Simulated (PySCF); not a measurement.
Correlation energy of Bi (bismuth, neutral)

[Xe] 4f14 5d10 6s2 6p2 7s1, high-spin 4P determinant (an excited configuration). All numbers are calculated (PySCF 2.14, scalar relativity through the core potential, in aug-cc-pwCVDZ-PP with ECP60MDF). Frozen: 5s2 5p6 5d10; 5 electrons correlated.

```json
{"level": "CCSD", "correlation energy (mhartree)": "-53.95"}
{"level": "(T)", "correlation energy (mhartree)": "-0.96"}
{"level": "CCSD(T)", "correlation energy (mhartree)": "-54.91"}
```

Diagnostics: T1 = 0.0083, D1 = 0.0206, largest double amplitude 0.065.

**Question.** Is a single reference adequate?

**Answer.** Yes, within this model without spin-orbit coupling: T1 lies below 0.03 and no double amplitude reaches 0.07.

Spin-orbit coupling is strong in this species, so the high-spin LS determinant is a model state.
